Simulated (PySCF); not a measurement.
RuF₃ + 2 H₂O → RuO(OH) + 3 HF

Level: PBE0 in the def2-TZVP basis family, computed in PySCF with density fitting; scalar-relativistic core potentials for atoms from Rb on, none lighter, no spin–orbit coupling; open shells unrestricted.

```tsv
species	state and structure	E (Eh)	ZPE (kJ/mol)	H(298 K) − H(0) (kJ/mol)	S° (J/(mol K))
RuF₃	quartet, C2v, Ru–F 1.839 Å (×2), Ru–F 1.853 Å; F–Ru–F 98.3° (×2), F–Ru–F 163.4°	-394.27993	15.0	15.8	321.7
H₂O	singlet, C2v, O–H 0.960 Å (×2); H–O–H 105.1°	-76.37736	56.5	9.9	188.7
RuO(OH)	doublet, Cs, O–H 0.957 Å, Ru–O 1.620 Å, Ru–O 1.816 Å; H–O–Ru 147.4°, O–Ru–O 159.0°	-245.80388	41.1	13.2	286.3
HF	singlet, C∞v, H–F 0.920 Å	-100.39188	24.9	8.7	173.6
```

(1) What is the electronic reaction energy?

(2) Add zero-point, thermal and entropy terms for 298.15 K and 1 bar.

## Answers

(1) At PBE0/def2-TZVP, ΔE = 144.7 kJ/mol from the differences of the total energies times 2625.5, uphill. 

(2) ΔZPE = -12.2 and Δ[H(298) − H(0)] = 3.7 kJ/mol give ΔH° = 136.2 kJ/mol. ΔS° = 108.0 J/(mol K), so ΔG° = 136.2 − 298.15 × (0.1080) = 104 kJ/mol and log₁₀K = -18.2. ΔG° would change sign near 1260 K if ΔH° and ΔS° stayed fixed.

Open d or f shells are single determinants, so the state found may not be the ground state. Each species is the lowest minimum found with this bonding; other isomers or fragments can lie lower.
